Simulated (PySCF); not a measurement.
H4HfO4, singlet, geometry from GFN2-xTB (such geometries of metal compounds can be far from the true shape) (core potentials on Hf). Base run: DF-B3LYP/def2-SVP run with PySCF.

Here is a job for PySCF.
```python
from pyscf import gto, scf, dft

mol = gto.M(
    atom='''
Hf   -0.000000   -0.000000   -0.000000
O     1.790811   -0.221606   -0.501143
H     2.000409    0.325439   -1.267523
O     0.097378    0.186784    1.860883
H     1.016295    0.222529    2.152159
O    -0.593789    1.368909   -1.131707
H    -1.454297    1.150116   -1.508779
O    -1.294400   -1.334086   -0.228034
H    -1.562407   -1.698084    0.624143
''',
    basis='def2-svp',
    ecp={'Hf': 'def2-svp'},
    charge=0,
    spin=0,
    verbose=4,
)

mf = dft.RKS(mol)
mf.xc = 'b3lyp'
mf = mf.density_fit(auxbasis='def2-universal-jkfit')
mf.kernel()
```

The base run was repeated with changes; each row names its change, and settings that it needs were set with it.

| change | basis functions | E (Eh) | HOMO (eV) | HOMO-LUMO gap (eV) |
|---|---|---|---|---|
| base | 108 | -351.31097 | -8.45 | 7.58 |
| basis = x2c-SVPall; relativity = none (without ecp={'Hf': 'def2-svp'}; without mf = mf.density_fit(auxbasis='def2-universal-jkfit')) | 142 | -13231.31948 | -4.04 | 0.65 |
| basis = ANO-RCC-VDZP; relativity = spin-free X2C; nucleus = Gaussian (with nucmod='G'; without ecp={'Hf': 'def2-svp'}; without mf = mf.density_fit(auxbasis='def2-universal-jkfit')) | 144 | -15382.42707 | -8.84 | 7.63 |
| basis = jorge-DZP-DKH; relativity = spin-free X2C; nucleus = Gaussian (with nucmod='G'; without ecp={'Hf': 'def2-svp'}; without mf = mf.density_fit(auxbasis='def2-universal-jkfit')) | 140 | -15370.22287 | -8.54 | 7.49 |
| basis = ANO-RCC-VDZP; relativity = spin-free X2C (without ecp={'Hf': 'def2-svp'}; without mf = mf.density_fit(auxbasis='def2-universal-jkfit')) | 144 | -15384.30819 | -8.84 | 7.63 |
| basis = jorge-DZP-DKH; relativity = spin-free X2C (without ecp={'Hf': 'def2-svp'}; without mf = mf.density_fit(auxbasis='def2-universal-jkfit')) | 140 | -15371.61215 | -8.54 | 7.49 |
| basis = x2c-SVPall; relativity = spin-free X2C (without ecp={'Hf': 'def2-svp'}; without mf = mf.density_fit(auxbasis='def2-universal-jkfit')) | 142 | -15383.36078 | -8.62 | 7.60 |
| basis = ANO-RCC-VDZP; relativity = none (without ecp={'Hf': 'def2-svp'}; without mf = mf.density_fit(auxbasis='def2-universal-jkfit')) | 144 | -13080.05765 | -4.19 | 0.74 |
| basis = jorge-DZP-DKH; relativity = none (without ecp={'Hf': 'def2-svp'}; without mf = mf.density_fit(auxbasis='def2-universal-jkfit')) | 140 | -14363.60463 | -8.05 | 7.37 |
| basis = x2c-SVPall; relativity = spin-free X2C; nucleus = Gaussian (with nucmod='G'; without ecp={'Hf': 'def2-svp'}; without mf = mf.density_fit(auxbasis='def2-universal-jkfit')) | 142 | -15381.81975 | -8.62 | 7.60 |

Total energies compare only within one method and basis.

Basis sets contracted for a relativistic Hamiltonian are a mismatch without it, so the rows without relativity aren't non-relativistic limits. No row has spin-orbit coupling; sets with core potentials leave out the core electrons.
